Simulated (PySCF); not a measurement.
BrFH2InN. Atoms are numbered in the order given.

```xyz
6

In     0.0315    -0.6041     0.2698
F     -1.4486    -1.7889    -0.2010
Br    -0.0483     1.6318    -0.7557
N      1.3489    -1.2065     1.6692
H      2.2571    -0.7499     1.6320
H      1.4812    -2.2140     1.7242
```

Geometry: PBE0-D3(BJ)/def2-SVP. The structure was generated by enumeration; whether it is a known compound was not checked. The def2 effective core potentials stand for the cores of In; spin–orbit coupling is left out. The values are those of a single conformer.

These are PBE/def2-TZVP run with PySCF values and carry that method's errors.

ESP charges are fitted to the potential on shells at 1.4 to 2.0 van der Waals radii. Atomic charges (e):

| atom | Mulliken | ESP fit | Löwdin |
|---|---|---|---|
| In1 | 0.89 | 0.77 | 0.13 |
| F2 | -0.43 | -0.38 | -0.22 |
| Br3 | -0.31 | -0.23 | 0.13 |
| N4 | -0.64 | -0.75 | -0.35 |
| H5 | 0.24 | 0.27 | 0.16 |
| H6 | 0.24 | 0.32 | 0.16 |
